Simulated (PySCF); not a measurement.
Job for PySCF: R-B3LYP/6-311+G** on C2H9BS (a complex), monomers drawn apart or pushed together.

```python
from pyscf import gto, scf, dft, mp
from pyscf.data.elements import chemcore

mol = gto.M(
    atom='''
    B    -0.32926278    0.60267203    0.75954861
    H     0.00165623   -0.22085688   -0.05593228
    H    -1.49506387    0.90385229    0.70558004
    H     0.43342644    1.52902770    0.89040317
    C     1.51765625   -0.58347492    2.46920295
    S    -0.25532713   -0.31774851    2.26430979
    C    -0.53153978    0.95644747    3.51178596
    H     1.72089675   -0.99817201    3.45491519
    H     1.81899484   -1.29198628    1.70066665
    H     2.04347162    0.35843373    2.32193889
    H    -0.34306726    0.55274560    4.50496787
    H    -1.57344916    1.25746503    3.42660357
    H     0.11180047    1.81005339    3.30482982
    ''',
    basis='6-311+g**',
    charge=0, spin=0, verbose=3, max_memory=1800)
mf = dft.RKS(mol, xc='b3lyp')
mf.conv_tol = 1e-8
mf.max_cycle = 100
mf.kernel()
if not mf.converged:
    mf = mf.newton().run(mf.mo_coeff, mf.mo_occ)
```

It printed:

```
converged SCF energy = -504.709750105319
```

The calculation finished and met its thresholds.

Cost: roughly 7 core-seconds.
